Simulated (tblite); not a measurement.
Species: C5H8OS2.
Numbering: `[CH3:1][S@@:2](=[O:3])[C@@H:4]1[CH2:5][CH:6]=[CH:7][S:8]1` (hydrogens: H9, H10, H11 on C1; H12 on C4; H13, H14 on C5; H15 on C6; H16 on C7)

The geometry is computed with GFN2-xTB (gas phase).

Task: Give the optimised bond lengths and angles.

Result: 
```tsv
bond	length (bohr)
C1–S2	3.478
S2=O3	2.765
S2–C4	3.572
C4–C5	2.873
C5–C6	2.830
C6=C7	2.502
C7–S8	3.315
C4–S8	3.434
C1–H9, C1–H10, C1–H11	2.049
C4–H12	2.054
C5–H13	2.067
C5–H14	2.071
C6–H15	2.033
C7–H16	2.027
```

Bonds in one row agree within 0.02 bohr and their mean is given. A selection of angles:
```tsv
angle	degrees
C1–S2–O3	106.5
C1–S2–C4	94.6
O3–S2–C4	104.6
S2–C4–C5	108.0
S2–C4–S8	106.7
C5–C4–S8	108.1
C4–C5–C6	106.7
C5–C6–C7	115.4
C6–C7–S8	114.5
C4–S8–C7	90.7
```

Torsions: C1–S2–C4–C5 -165° (antiperiplanar); S2–C4–C5–C6 -94° (anticlinal); C4–C5–C6–C7 -15° (synperiplanar); C5–C6–C7–S8 1° (synperiplanar); C6–C7–S8–C4 10° (synperiplanar); S2–C4–S8–C7 97° (anticlinal).

The 5-membered ring C4–C5–C6–C7–S8 has internal angles of 90.7° to 115.4° (sum 536°, against 540° for a flat polygon); it is puckered, 0.10 Å rms from its mean plane, widest ring torsion 22°. The 4 C–S bonds span 1.754 Å (C7–S8, drawn single) to 1.890 Å (S2–C4, drawn single), a spread of 0.136 Å. Of the pairs four or more bonds apart, O3···H13 is among the closest relative to their van der Waals radii: 2.45 Å, 90 % of the sum of Bondi's values. S2 (sulfinyl sulfur) is pyramidal (angles 106.5°, 104.6° and 94.6°, sum 305.7°, 0.74 Å off the plane of its three neighbours). The 3 C–C bonds span 1.324 Å (C6=C7, drawn double) to 1.520 Å (C4–C5, drawn single), a spread of 0.196 Å.

Point group: C1 (no symmetry element, even within 0.4 Å). Its GFN2-xTB frequencies are all real (lowest 48 cm⁻¹). The numbers are those of one conformer. 3 starts were optimised and ended at 0.00, 0.00 and 2.07 kcal/mol (GFN2-xTB); the lowest of these is shown.
